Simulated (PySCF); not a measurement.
# How the method changes the shape and vibrations of AlBClH2

These are calculations, not measurements. The program is PySCF 2.14.0, an open-source quantum chemistry code, run on an isolated molecule that a program drew, which may never have been made. The molecule is AlBClH2 (charge 0, doublet), drawn as the SMILES string `[BH][AlH][Cl]`.

The geometry was optimised and harmonic frequencies were computed with HF and MP2, all in the cc-pV(D+d)Z basis, for the commonest isotopes, with a restricted reference for singlets and an unrestricted one otherwise, and a frozen core in MP2. Each result is a local minimum of its method.

Geometry at the HF minimum:
```xyz
5
AlBClH2, angstrom
B    -1.1173   -0.0540   -1.2730
Al   -2.5904   -1.4756   -1.2827
Cl   -3.2225   -2.2300    0.5986
H    -0.2627    0.7706   -1.2728
H    -3.2702   -2.0324   -2.5814
```

Lengths of the bonds as drawn, in Å (atoms numbered as above):
```
bond,HF,MP2
B1-Al2,2.047,2.050
Al2-Cl3,2.123,2.118
B1-H4,1.188,1.196
Al2-H5,1.568,1.570
```

Rotational constants, in GHz:
| constant | HF | MP2 |
|---|---|---|
| A | 21.07 | 20.87 |
| B | 3.72 | 3.742 |
| C | 3.162 | 3.173 |

Harmonic frequencies in cm^-1, each column in rising order, so a row needn't be the same motion in every method:
```
rank    HF   MP2
   1   161   149
   2   222     ?
   3   468   449
   4   502   506
   5   618   589
   6   702   689
   7   748   727
   8  2037  2007
   9  2834  2776
```

**Estimate the missing MP2 frequency from the HF column.**

A single factor s that minimises the squared misfit of MP2 against s times HF over the other rows is sum(HF x MP2) / sum(HF^2) = 0.9804, with an rms misfit of 10 cm^-1. For rank 2 it gives 0.9804 x 222 = 218 cm^-1. The calculation gives 280 cm^-1, 62 cm^-1 above the estimate. The drawn bonds are on average 0.2 % longer in MP2 than in HF.
